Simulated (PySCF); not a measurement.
C2H5FSi2, SMILES C#C[Si@@H](F)[SiH3]. The structure is a stationary point at B3LYP-D3(BJ)/def2-SVP. The structure was generated by enumeration; whether it is a known compound was not checked.

Calculation: B3LYP-D3(BJ)/def2-SVP (PySCF).

Harmonic wavenumbers (cm⁻¹): 90, 99, 157, 164, 292, 354, 417, 514, 540, 645, 734, 764, 782, 823, 877, 901, 939, 943, 2147, 2212, 2223, 2229, 2240, 3454. Rotational constants (GHz): 3.748, 2.059, 1.460; symmetry number 1.

Problem. Work out the zero-point energy and the ideal-gas rigid-rotor harmonic-oscillator thermochemistry at 298.15 K and 1 atm.

Solution. ZPE = ½ Σ hcν = ½ × 24538 cm⁻¹ = 146.77 kJ/mol. H − E(el) = 169.61 kJ/mol. Entropy in J/(mol K): translation 166.70, rotation 116.09, vibration 78.54, total 361.33. G − E(el) = 61.88 kJ/mol. Cp = 118.69 J/(mol K). Modes under 150 cm⁻¹ make the vibrational entropy uncertain.
